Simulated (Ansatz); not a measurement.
`C[O][Al]([OH])[O]C` → `C[O][Al][OH]`• + `C[O]`•  (homolysis of the Al–O bond)

Computed with Ansatz on PBE0-D4/def2-TZVP structures; ΔE is electronic, products minus reactants. CCSD(T)/CBS adds triple-zeta CCSD(T) − MP2 to the extrapolated MP2 energy (def2 sets, frozen cores). Functionals use def2-TZVPP. No spin–orbit coupling; open shells (•) take unrestricted orbitals. One conformer a species, not always the lowest.

```
          level  ΔE (kcal/mol)
         PBE-D4          107.8
 MP2/def2-TZVPP          124.1
CCSD/def2-TZVPP          114.9
  MP2/CBS(def2)          127.2
```

**Question.** What does CCSD(T)/CBS give? (Best estimate.)

**Answer.** Computed: +119.5 kcal/mol. The listed levels differ from it by -11.7, 4.6, -4.6, 7.7 kcal/mol.

Largest T1 diagnostic among the species: 0.019.

From PBE to PBE0 (25 % exact exchange), in def2-TZVPP and without D4, ΔE moves by +2.1 kcal/mol. At CCSD(T), def2-SVP lies −6.0 kcal/mol from the extrapolated value and def2-TZVPP −3.2 kcal/mol: correlation converges slowly with the basis, and small sets miss more of it in the bonded molecule than in its fragments.

CCSD(T)/CBS has its own doubt, a few kJ/mol and more with outer-core shells, so smaller differences from it don't rank the levels.
